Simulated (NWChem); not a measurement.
System: N-methylmethanimine (C$_{2}$H$_{5}$N); SMILES N(C)=C

Here is an NWChem input.

```
start job
memory heap 200 mb stack 900 mb global 1100 mb
geometry units angstroms
  C     -0.122660     1.135780     0.000000
  N      0.539145    -0.137443     0.000000
  C     -0.164630    -1.184008     0.000000
  H      0.200402     1.714094     0.880980
  H      0.200402     1.714094    -0.880980
  H     -1.230277     1.075240     0.000000
  H     -1.275026    -1.175491     0.000000
  H      0.324506    -2.169141     0.000000
end
basis spherical
  * library 6-31g*
end
dft
  xc b3lyp
  iterations 150
end
driver
  maxiter 120
end
task dft optimize
task dft freq
```

The level has its own optimisation; frequencies are unscaled. Brackets give each atom's bonded neighbours.

Give the results of this calculation. (B3LYP/6-31G* (spherical d).) Quantities: r C–N [C(HHHN)–N(CC)] (Å); r C–N [C(HHN)–N(CC)] (Å); highest harmonic frequency (cm⁻¹); lowest (cm⁻¹); zero-point energy (kcal/mol); dipole (D).


| Item | Result |
|---|---|
| r C–N [C(HHHN)–N(CC)] (Å) | 1.452 |
| r C–N [C(HHN)–N(CC)] (Å) | 1.267 |
| highest harmonic frequency (cm⁻¹) | 3156 |
| lowest (cm⁻¹) | 227 |
| zero-point energy (kcal/mol) | 43.0 |
| dipole (D) | 1.43 |
